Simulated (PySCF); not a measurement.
## Polarisability and C₆ of Bi³⁺ (bismuth, charge +3)

[Xe] 4f14 5d10 6s2, closed-shell 1S. All numbers are calculated (PySCF 2.14, a scalar-relativistic core potential, in aug-cc-pV5Z-PP with ECP60MDF (8s8p6d4f3g2h, 139 functions)). Coupled (time-dependent) response in atomic units; α is the mean over directions.

```csv
method,mean α (bohr³),C₆ (like pair),S(−4)
MN15,9.661,57.93,23.81
```

S(−4) is the Cauchy moment in α(ω) = α(0) + S(−4) ω² + …

α(iu) at MN15:

| u (hartree) | α(iu) (bohr³) |
| --- | --- |
| 0 | 9.661 |
| 0.0500 | 9.602 |
| 0.100 | 9.431 |
| 0.200 | 8.824 |
| 0.300 | 8.024 |
| 0.500 | 6.427 |
| 0.750 | 4.932 |
| 1.00 | 3.930 |
| 1.50 | 2.717 |
| 2.00 | 2.007 |
| 3.00 | 1.217 |
| 5.00 | 0.5682 |

A single London oscillator, α(iu) = α/(1 + u²/ω²), gives C₆ = (3/4) ω α². Matching the computed C₆ needs ω = 4 × 57.93 / (3 × 9.661²) = 0.828 hartree.

For an ion, C₆ is the dispersion term alone; charge-induced terms of lower order in 1/R come first.

Energies and moments cover only the electrons outside the core potential. Spin-orbit coupling, which splits the p, d and f shells strongly at this Z, is absent.
